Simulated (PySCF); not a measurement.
1-(chloromethyl)-1-methylcyclopropane (C5H9Cl), SMILES CC1(CCl)CC1.

Geometry optimised at PBE0-D3(BJ)/def2-SVP. Other conformers were not sampled.

Calculation: B3LYP/def2-TZVP in PySCF.

Isolated molecule, no solvent.

Task: Estimate the frontier levels, gap, dipole moment and polarisability. (An estimate is asked for; the answer gives what the named calculation found.)

Result: 
```json
{
 "highest_occupied_level": "-7.83 eV",
 "lowest_empty_level": "0.58 eV",
 "orbital_gap": "8.40 eV",
 "dipole_moment": "2.02 D",
 "quadrupole, principal values (traceless, Buckingham form, about the centre of nuclear charge)": "-4.70, 1.01, 3.68 D·Å",
 "mean_static_polarisability": "70.7 bohr³ (10.47 Å³)",
 "polarisability_principal_values": "64.2, 66.1, 81.7 bohr³"
}
```
